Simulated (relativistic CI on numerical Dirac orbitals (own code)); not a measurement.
Calculated at this level of theory: Dirac-Coulomb-Breit CI, KLI orbitals optimised for each configuration, QED by a radiative potential, unscaled Slater integrals (own radial code, finite nucleus).

Configurations in the expansion (outside the closed core [Kr] 4d10): 4f14.5s2.5p, 4f14.5s.5p2, 4f14.5s2.5d, 4f13.5s2.5p2, 4f14.5s.5p.5d, 4f14.5s2.5f, 4f13.5s2.5p.5d, 4f14.5s2.5g, 4f14.5s.5p.5f, 4f14.5s2.6s, 4f14.5p2.5d, 4f14.5s2.6p, 4f14.5s.5d2, 4f14.5s.5p.5g, 4f13.5s2.5p.6s, 4f14.5p2.6s, 4f14.5s.5p.6s, 4f14.5s2.6d, 4f14.5s.5d.6s, 4f13.5s2.5p.5f, 4f13.5s2.5p.6p, 4f14.5p3, 4f13.5p4, 4f13.5p3.5d, 4f14.5p.5d2, 4f14.5d3, 4f13.5p2.5d2, 4f14.5d2.5f, 4f13.5p.5d3, 4f14.5p2.5f, 4f13.5p3.5f, 4f13.5p2.5d.5f. Double excitations out of closed p, d and f shells are left out; levels of such configurations are missing from the list, as are those of other unlisted configurations, and high levels can miss mixing partners. Some configurations lack a partner that the ground configuration has and come out too high, among them 4f13.5s2.5p.6s, 4f13.5s2.5p.6p, 4f14.5s2.5g, 4f14.5s2.6s, 4f14.5s2.6p.

At this charge transitions that keep the count of f electrons are usually good to a few per cent. Levels and lines within the n = 5 or 6 shells can be off by up to 10 % or somewhat more, and those that change n by about 2 %, since core polarisation is missing. Levels that differ in their count of f electrons can be misplaced by several ten thousand cm⁻¹, since the correlation energy of f electrons is missing or only estimated; rates across such gaps can be off by orders of magnitude.

Outline of the computed level scheme of Pt XVI. Lowest level of each configuration: 4f14.5s2.5p 2P°_1/2 at 0.000 eV; 4f13.5s2.5p2 2F°_7/2 at 31.971 eV; 4f14.5s.5p2 4P_1/2 at 37.854 eV; 4f14.5s2.5d 2D_3/2 at 82.705 eV; 4f14.5p3 2P°_3/2 at 101.177 eV; 4f13.5s2.5p.5d 4P_3/2 at 110.625 eV.

Some strong electric-dipole decays among the lowest 45 levels: 4f14.5s2.5d 2D_5/2 → 4f14.5s2.5p 2P°_3/2 (1.7e+11 s⁻¹); 4f14.5s2.5d 2D_3/2 → 4f14.5s2.5p 2P°_1/2 (1.5e+11 s⁻¹); 4f14.5s2.5d 2D_3/2 → 4f14.5s2.5p 2P°_3/2 (1.5e+11 s⁻¹); 4f14.5s.5p2 2P_1/2 → 4f14.5s2.5p 2P°_1/2 (1.2e+11 s⁻¹); 4f14.5s2.5d 2D_3/2 → 4f14.5s2.5p 2P°_1/2 (8.3e+10 s⁻¹); 4f14.5s.5p2 2S_1/2 → 4f14.5s2.5p 2P°_3/2 (8.1e+10 s⁻¹); 4f14.5s.5p2 2D_3/2 → 4f14.5s2.5p 2P°_1/2 (4.4e+10 s⁻¹); 4f14.5s2.5d 2D_3/2 → 4f14.5s2.5p 2P°_3/2 (3.5e+10 s⁻¹).

LS names give the leading component of a level, which can be under half, so a name can repeat, a term be missing and a line seem to break the LS rules.
